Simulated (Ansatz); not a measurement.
Si(vinyl)4 (C₈H₁₂Si), 21 atoms. Hardware: 2 threads of AMD EPYC 7R13 on a shared host and a share (18 GiB) of an NVIDIA H100 80GB HBM3.

Correlated methods freeze 13 core orbitals.

(1) How many basis functions does each of these Ansatz runs have, and roughly what does it cost? PBE0-D4/def2-SVP, charge 0 singlet, energy, from earlier orbitals; MP2/def2-TZVP, charge 0 singlet, energy, from earlier orbitals; LDA (SPW92)/def2-TZVP, charge 0 singlet, energy, from earlier orbitals; r2SCAN-D4/def2-SVP, charge 0 singlet, relaxation, 6 steps; PBE-D4/def2-TZVP, charge 0 singlet, energy, from earlier orbitals; PBE-D4/def2-TZVP, charge 0 triplet at the geometry of the charge 0 singlet, energy, from earlier orbitals; PBE-D4/def2-TZVP, charge 1 doublet at the geometry of the charge 0 singlet, energy, from earlier orbitals; PBE-D4/def2-SVP, charge 0 singlet, energy, from earlier orbitals; HF/STO-3G, charge 0 singlet, energy; LC-ωPBE/def2-TZVP, charge 0 singlet, energy and forces, from earlier orbitals; PBE0-D4/def2-TZVP, charge 1 doublet at the geometry of the charge 0 singlet, energy; CCSD(T)/def2-SVP, charge 0 singlet, energy, from earlier orbitals.

Results:

(1) Other jobs shared the machine, so times can vary by a factor of up to 3.

```tsv
run	functions	fitting or Cholesky vectors	wall time	peak host memory (GiB)
PBE0-D4/def2-SVP, charge 0 singlet, energy, from earlier orbitals	190	2156	11 s	0.84
HF/STO-3G, charge 0 singlet, energy	61	821	13 s	0.75
MP2/def2-TZVP, charge 0 singlet, energy, from earlier orbitals	357	2389	14 s	0.85
PBE-D4/def2-SVP, charge 0 singlet, energy, from earlier orbitals	190	2156	14 s	0.82
PBE-D4/def2-TZVP, charge 0 singlet, energy, from earlier orbitals	357	2220	15 s	0.86
CCSD(T)/def2-SVP, charge 0 singlet, energy, from earlier orbitals	190	1958	16 s	0.8
PBE-D4/def2-TZVP, charge 0 triplet at the geometry of the charge 0 singlet, energy, from earlier orbitals	357	2220	16 s	0.92
LDA (SPW92)/def2-TZVP, charge 0 singlet, energy, from earlier orbitals	357	2220	16 s	0.86
PBE-D4/def2-TZVP, charge 1 doublet at the geometry of the charge 0 singlet, energy, from earlier orbitals	357	2220	17 s	0.97
LC-ωPBE/def2-TZVP, charge 0 singlet, energy and forces, from earlier orbitals	357	2220	17 s	0.95
PBE0-D4/def2-TZVP, charge 1 doublet at the geometry of the charge 0 singlet, energy	357	2236	27 s	1
r2SCAN-D4/def2-SVP, charge 0 singlet, relaxation, 6 steps	190	2156	28 s	0.85
```
